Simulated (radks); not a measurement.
All-electron atom: Co1.25+ in [Ne] 3s2 3d(up 4, down 4) 3p(up 3, down 2.75) (fractional occupations, a model configuration).

All-electron calculation, scalar-relativistic Kohn-Sham, PBE, spin-polarised, spherical densities, finite nucleus; Fermi nuclear charge, rms radius 3.7875 fm. Program: a radial shooting solver on a logarithmic mesh with Libxc functionals.

Energy parts (hartree):
total: -1392.25264
kinetic: 1410.21343
electron-nucleus: -3328.54040
Hartree: 585.31336
exchange-correlation: -59.23902

Orbitals (lengths in bohr, moments of r in powers of bohr; <r^-3> diverges for s and p1/2; r(max) is where P^2 peaks; r(90%) holds 90 % of the orbital's charge):
orbital  occ.  eigenvalue (hartree)       <r^4>  <r^-3>   r(max)  r(90%)
1s up       1             -279.3439  0.00004638       -  0.03678   0.100
1s down     1             -279.3393  0.00004637       -  0.03678   0.100
2s up       1             -33.28302     0.01034       -   0.2130   0.396
2s down     1             -33.27922     0.01034       -   0.2131   0.396
2p up       3             -28.54698    0.007833   549.8   0.1719   0.368
2p down     3             -28.54149    0.007830   549.7   0.1719   0.368
3s up       1              -4.03111      0.7946       -   0.6695    1.17
3s down     1              -4.01678      0.7976       -   0.6697    1.17
3p up       3              -2.68453       1.131   68.29   0.6799    1.27
3p down  2.75              -2.67096       1.139   68.16   0.6802    1.27
3d up       4              -0.58569       7.495   5.635   0.6757    1.94
3d down     4              -0.57613       7.806   5.590   0.6766    1.96

The highest occupied level is 3d down at -15.677 eV. The density falls to 0.001 e/bohr^3 at r = 3.32 bohr. The electron density at the nucleus is 1.737e+04 e/bohr^3 (large components only). Summed over all electrons, <r^2> = 19.55 bohr^2, which gives a Langevin (diamagnetic) susceptibility term of -15.5 x 10^-6 cm^3/mol. Spin moment in Bohr magnetons: 0.25.

Run on one thread of a shared host, so times are rough (Intel(R) Xeon(R) Platinum 8259CL CPU @ 2.50GHz): 0.36 s of CPU time, 0.36 s wall, 19 iterations on 2189 mesh points.
